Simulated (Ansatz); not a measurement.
# Ligand exchange: GaH(CH3)F + BH2(NH2) → GaH(CH3)(NH2) + BH2F

Species: GaH(CH3)F, singlet; BH2(NH2), singlet; GaH(CH3)(NH2), singlet; BH2F `BF`, singlet. The partners trade F for NH2: Ga–F and B–NH2 bonds give way to Ga–NH2 and B–F.

Shapes, held fixed at every level: PBE0-D4/def2-TZVP. Programs: Ansatz 0.2.0. Electronic energies: no zero-point or thermal term.

| level | kind | ΔE (kJ/mol) | less CCSD(T)/def2-TZVPP |
| --- | --- | --- | --- |
| HF/def2-TZVPP | Hartree–Fock | +53.8 | +1.7 |
| SPW92/def2-TZVPP | LDA | +62.4 | +10.3 |
| r2SCAN-D4/def2-TZVPP | meta-GGA | +61.3 | +9.2 |
| B3LYP-D4/def2-TZVPP | global hybrid | +60.1 | +8.0 |
| BHLYP-D4/def2-TZVPP | global hybrid | +57.2 | +5.1 |
| CCSD/def2-SVP | coupled cluster or CI | +59.2 | +7.1 |
| CCSD/def2-TZVPP | coupled cluster or CI | +52.0 | -0.1 |
| CCSD(T)/def2-TZVPP | coupled cluster or CI | +52.1 | 0.0 |

The highest level, CCSD(T)/def2-TZVPP, gives ΔE = +52.1 kJ/mol; the levels span +52.0 to +62.4. The column of differences is taken from that level and isn't an error. No measured value is set beside it here. Relativity is left out for Ga unless named. Correlated rows may include outer-core shells of Ga, which these sets cover unevenly.
